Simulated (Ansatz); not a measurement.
Coupled-cluster diagnostics for VF₅, Ansatz.

Geometry of the singlet (PBE0-D4/def2-SVP):

Cartesian coordinates in Å:
```
V 0.000 0.000 0.000
F 1.340 0.458 0.976
F -1.339 -0.459 -0.977
F 0.299 1.305 -1.023
F -1.028 0.185 1.323
F 0.728 -1.490 -0.299
```

Correlated methods freeze 10 core orbitals; core or outer-core shells of V are correlated, in sets that lack core-valence functions. In CCSD on the charge 1 doublet the largest single amplitude is 0.16, so its Hartree–Fock determinant may place the open shell otherwise than the density functionals do.

Task: Estimate the CCSD(T) correlation energy, the shares of MP2 and (T), T1 and the reference's ⟨S²⟩ for: charge 0, singlet, own geometry in def2-SVP; charge 1, doublet, vertical in def2-SVP; and the rough time on 4 threads of Arm Neoverse V1 on a shared host.

Result: 
```
                          state     basis  correlation (eV)  MP2 share (%)  (T) share (%)     T1  ⟨S²⟩ (pure)  wall time
charge 0, singlet, own geometry  def2-SVP           -38.971          100.1            5.2  0.028  0.00 (0.00)       13 s
    charge 1, doublet, vertical  def2-SVP           -38.786           99.5            6.3  0.040  0.76 (0.75)       79 s
```
Customary marks for T1 are 0.02 (closed shells), 0.045 (open shells) and about 0.05 (3d metals). T1 exceeds 0.02 in 2 of 2 rows and 0.045 in 0; the higher it lies, the less the single-reference result can be trusted.
